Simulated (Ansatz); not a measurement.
Born–Oppenheimer molecular dynamics of ClFH6OSi (10 atoms, charge 0, multiplicity 1). It starts at the highest image of a converged band. Of that band: The profile has 2 maxima (images 3, 6) with wells between them (image 5): this band takes more than one step, which may be the mechanism or a detour left from its start path. Neighbouring images differ by up to 1.6 eV, so the band resolves the path poorly. A vibrational analysis at the climbing image gives one clearly imaginary mode, 999i cm⁻¹: a first-order saddle point.

Theory: UKS BLYP/def2-SVP (Ansatz).

| Quantity | Value |
| --- | --- |
| ensemble | NVE (velocity Verlet) |
| time step | 0.5 fs |
| steps asked | 200 |
| starting velocities drawn for | 300 K |
| seed | 2378 |

Frames 5 fs apart, positions in Å.

Velocities at 15.0 fs (Å/ps):

```
Si -1.68 0.04 -1.76
H -10.88 -5.60 32.11
H -10.22 0.65 -11.15
H 6.61 -18.59 10.03
Cl 1.44 -0.35 -0.92
H 15.07 -16.00 14.01
O -0.76 4.54 4.45
H -20.11 52.67 15.25
F 1.56 -4.13 -2.64
H -1.61 3.88 0.39
```

```xyz
10
Properties=species:S:1:pos:R:3 time_fs=15.0 energy_less_start_eV=-0.078 T=375
Si -0.763 0.673 0.066
H 0.113 -0.271 1.414
H -1.191 1.437 -1.146
H -1.937 -0.149 0.465
Cl -0.576 2.194 1.583
H 1.114 -1.134 -0.388
O 0.746 -0.017 -0.886
H 0.452 -0.893 1.126
F 1.171 -1.918 0.298
H 0.632 0.068 -1.864
10
Properties=species:S:1:pos:R:3 time_fs=20.0 energy_less_start_eV=-0.300 T=591
Si -0.768 0.675 0.052
H 0.010 -0.175 1.685
H -1.251 1.450 -1.177
H -1.869 -0.265 0.489
Cl -0.568 2.191 1.576
H 1.206 -1.230 -0.330
O 0.729 0.017 -0.861
H 0.408 -0.749 1.189
F 1.181 -1.947 0.287
H 0.614 0.110 -1.817
10
Properties=species:S:1:pos:R:3 time_fs=25.0 energy_less_start_eV=-0.665 T=944
Si -0.768 0.680 0.029
H 0.029 -0.167 1.927
H -1.324 1.453 -1.118
H -1.724 -0.369 0.448
Cl -0.560 2.184 1.564
H 1.291 -1.239 -0.357
O 0.690 0.068 -0.821
H 0.327 -0.588 1.434
F 1.197 -1.995 0.284
H 0.565 0.215 -1.793
10
Properties=species:S:1:pos:R:3 time_fs=30.0 energy_less_start_eV=-1.016 T=1282
Si -0.764 0.690 0.000
H 0.070 -0.125 2.263
H -1.443 1.482 -1.063
H -1.574 -0.481 0.399
Cl -0.552 2.175 1.547
H 1.312 -1.313 -0.272
O 0.636 0.133 -0.776
H 0.352 -0.603 1.704
F 1.217 -2.047 0.280
H 0.532 0.357 -1.712
10
Properties=species:S:1:pos:R:3 time_fs=35.0 energy_less_start_eV=-1.063 T=1328
Si -0.767 0.708 -0.026
H 0.172 -0.127 2.586
H -1.587 1.510 -1.036
H -1.450 -0.568 0.397
Cl -0.544 2.163 1.524
H 1.298 -1.283 -0.230
O 0.587 0.202 -0.734
H 0.415 -0.713 2.072
F 1.238 -2.110 0.281
H 0.575 0.517 -1.669
10
Properties=species:S:1:pos:R:3 time_fs=40.0 energy_less_start_eV=-1.210 T=1471
Si -0.796 0.735 -0.039
H 0.319 -0.230 2.871
H -1.679 1.460 -0.988
H -1.344 -0.550 0.453
Cl -0.536 2.148 1.499
H 1.237 -1.319 -0.118
O 0.571 0.267 -0.717
H 0.494 -0.815 2.520
F 1.261 -2.169 0.281
H 0.741 0.653 -1.594
10
Properties=species:S:1:pos:R:3 time_fs=45.0 energy_less_start_eV=-1.415 T=1668
Si -0.849 0.768 -0.038
H 0.447 -0.270 3.206
H -1.780 1.392 -1.001
H -1.304 -0.501 0.573
Cl -0.527 2.132 1.472
H 1.172 -1.333 -0.034
O 0.595 0.324 -0.726
H 0.617 -1.022 2.921
F 1.284 -2.229 0.281
H 0.986 0.777 -1.503
10
Properties=species:S:1:pos:R:3 time_fs=50.0 energy_less_start_eV=-1.240 T=1498
Si -0.905 0.800 -0.034
H 0.596 -0.396 3.500
H -1.902 1.330 -1.063
H -1.315 -0.455 0.691
Cl -0.519 2.119 1.448
H 1.111 -1.376 0.039
O 0.632 0.375 -0.745
H 0.729 -1.158 3.352
F 1.306 -2.284 0.282
H 1.212 0.897 -1.342
10
Properties=species:S:1:pos:R:3 time_fs=55.0 energy_less_start_eV=-0.933 T=1203
Si -0.953 0.822 -0.040
H 0.744 -0.556 3.806
H -1.954 1.246 -1.054
H -1.339 -0.392 0.711
Cl -0.510 2.114 1.430
H 1.097 -1.455 0.071
O 0.654 0.422 -0.758
H 0.846 -1.263 3.759
F 1.325 -2.333 0.283
H 1.323 1.029 -1.126
10
Properties=species:S:1:pos:R:3 time_fs=60.0 energy_less_start_eV=-0.876 T=1149
Si -0.978 0.832 -0.058
H 0.878 -0.627 4.111
H -2.000 1.214 -1.046
H -1.385 -0.403 0.653
Cl -0.502 2.118 1.419
H 1.107 -1.468 0.039
O 0.648 0.462 -0.761
H 0.976 -1.457 4.159
F 1.343 -2.382 0.286
H 1.316 1.193 -0.858
10
Properties=species:S:1:pos:R:3 time_fs=65.0 energy_less_start_eV=-1.074 T=1337
Si -0.982 0.829 -0.085
H 1.025 -0.804 4.418
H -2.052 1.276 -1.078
H -1.444 -0.469 0.541
Cl -0.494 2.132 1.415
H 1.178 -1.574 0.001
O 0.615 0.503 -0.756
H 1.094 -1.542 4.553
F 1.358 -2.423 0.287
H 1.168 1.285 -0.562
10
Properties=species:S:1:pos:R:3 time_fs=70.0 energy_less_start_eV=-1.052 T=1316
Si -0.977 0.813 -0.118
H 1.165 -0.949 4.732
H -1.994 1.388 -1.051
H -1.487 -0.489 0.388
Cl -0.488 2.152 1.415
H 1.249 -1.571 -0.094
O 0.562 0.546 -0.746
H 1.217 -1.659 4.940
F 1.373 -2.465 0.289
H 1.025 1.309 -0.296
```

Of the whole run (100 fs, mean temperature of the second half 1142 K): The conserved energy stayed within 0.23 meV per atom of its start (net change -0.02 meV per atom), so the integration is sound. The system heated up, since it started high on the potential surface and ran downhill. A run of 0.1 ps of so small a system gives no equilibrium averages. The orbitals stay closed-shell, which can raise the energy where a bond breaks towards radicals; this wasn't checked here.

Run time: 8.2 min on 2 threads of Arm Neoverse V1 (shared host), peak memory 0.16 GiB.
